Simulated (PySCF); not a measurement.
**NMR data sheet: C₇H₁₁ClSi**

```
Formula                               : C7H11ClSi
SMILES                                : C#C[C@@H]1CC[SiH2]C[C@H]1Cl
InChI                                 : InChI=1S/C7H11ClSi/c1-2-6-3-4-9-5-7(6)8/h1,6-7H,3-5,9H2/t6-,7-/m1/s1
Point group of the computed structure : C1
Degrees of unsaturation               : 3
Carbon signals                        : 7
Proton signals                        : 11
```

Bonds (- single, = double, # triple, : aromatic): C1#C2, C2-C3, C3-C4, C4-C5, C5-Si6, Si6-C7, C7-C8, C8-Cl9, C8-C3. C1 carries H10; C3 carries H11; C4 carries H12, H13; C5 carries H14, H15; Si6 carries H16, H17; C7 carries H18, H19; C8 carries H20. Stereochemistry as in C#C[C@@H]1CC[SiH2]C[C@H]1Cl. H13, H14, H17, H18 are cis to C2 on the ring; H12, H15, H16, H19 are trans to C2 on the ring.

- coordinates at the GFN2-xTB level
- NMR shieldings at PBE0/pcSseg-1/GIAO
- program: PySCF 2.14
- non-relativistic Hamiltonian, in vacuum, single conformer

References, each an isolated molecule treated in the same way: TMS for 1H (31.72 ppm) and 13C (186.93 ppm) and 29Si (349.16 ppm).

| carbon | δC, type | δH (multiplicity) | HMBC from (2–3 bonds) | span of the C tensor (ppm) |
| --- | --- | --- | --- | --- |
| C1 | 80.5, CH | 1.73 (d) | H11 | 211 |
| C2 | 89.8, C | – | H20, H11, H12, H13, H10 | 298 |
| C3 | 37.8, CH | 2.95 (m) | H20, H12, H13, H18, H10, H14, H19, H15 | 29 |
| C4 | 25.7, CH2 | H12 2.55 (m); H13 1.95 (m) | H20, H16, H17, H11, H14, H15 | 16 |
| C5 | 5.3, CH2 | H14 1.41 (m); H15 0.69 (m) | H16, H17, H11, H12, H13, H18, H19 | 16 |
| C7 | 17.1, CH2 | H18 1.88 (m); H19 1.22 (m) | H20, H16, H17, H11, H14, H15 | 36 |
| C8 | 65.9, CH | 4.68 (m) | H16, H17, H11, H12, H13, H18, H19 | 64 |

Other nuclei:
```csv
atoms,nucleus,environment,δ (ppm),σ (ppm)
H16,1H,"hydrogen on a silicon bonded to 2 C, in a 6-membered ring",4.49,27.23
H17,1H,"hydrogen on a silicon bonded to 2 C, in a 6-membered ring",3.92,27.79
Si6,29Si,"silicon bonded to 2 C, 2 H, in a 6-membered ring",-55.5,404.7
```

Carbon types of the structure: 1 × C, 3 × CH, 3 × CH2, leaving 2 H on heteroatoms. δC 89.8: alkyne carbon; the triple bond shields along its axis, which puts it between sp3 and sp2 carbons. δC 80.5: terminal alkyne carbon; sp carbons lie upfield of alkene carbons because the cylindrical π system leaves one tensor component strongly shielded. δC 65.9: sp3 CH bonded to Cl; pulled downfield by the heteroatom. δC 37.8: propargylic sp3 CH; aliphatic region, no heteroatom directly attached. δH 1.73: hydrogen on a terminal alkyne carbon; it lies on the axis of the triple bond, in its shielding cone.

Carbons that carry Cl, above all several Cl atoms, come out too deshielded, partly because spin–orbit coupling is missing. Shifts are as computed. Against solution values, carbons near 30 ppm lie about +3 ppm off and those near 130 ppm about +5 ppm; carbons on Cl a further +6 ppm. Of 1309 compounds with measured shifts, 239 miss one by over three times the rms of a fit or turn the order of signals round; such compounds aren't used in these exercises. No couplings were computed; multiplicities are counted from neighbouring protons, with m where these are inequivalent, close in shift, in a saturated or five-membered ring or joined by F or P, and br s for small geminal =CH2 splittings.
